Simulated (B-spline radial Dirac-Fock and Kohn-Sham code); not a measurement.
**Dipole and non-dipole photoemission parameters of Ne 1s**

System: atomic neon, configuration [He] 2s2 2p6; threshold 870.2 eV (tabulated edge). These are calculated numbers from a B-spline atomic structure program; the model is Dirac-Hartree-Slater photoionisation with a Latter tail; cross sections with all multipoles, angular parameters from the dipole term and its interference with E2.

For linearly polarised light dσ/dΩ = σ/(4π) [1 + β P₂(cos θ) + (δ + γ cos²θ) sin θ cos φ], with θ from the polarisation vector and φ the angle between the beam and the projection of the electron momentum on the plane normal to the polarisation.

```
hν (eV)  σ (kb)      β       γ
    893     307  2.000  -0.038
 1253.6     138  2.000   0.270
   1270     133  2.000   0.281
 1486.9    88.8  2.000   0.409
   1720    60.4  2.000   0.522
   2310    27.1  2.000   0.750
   2600       ?      ?       ?
   4000    5.68  2.000   1.209
   4240    4.80  2.000   1.261
   5300    2.48  2.000   1.473
   5310    2.47  2.000   1.475
   6000    1.72  2.000   1.599
   6750    1.20  2.000   1.725
 8047.8   0.707  2.000   1.922
   8390   0.623  2.000   1.970
   9060   0.492  2.000   2.062
  11900   0.213  2.000   2.415
  12000   0.207  2.000   2.427
```

**Question.** Give the values at 2600 eV.

**Answer.** σ = 19.5 kb, β = 2.000, γ = 0.843. For an s subshell δ is negligible.
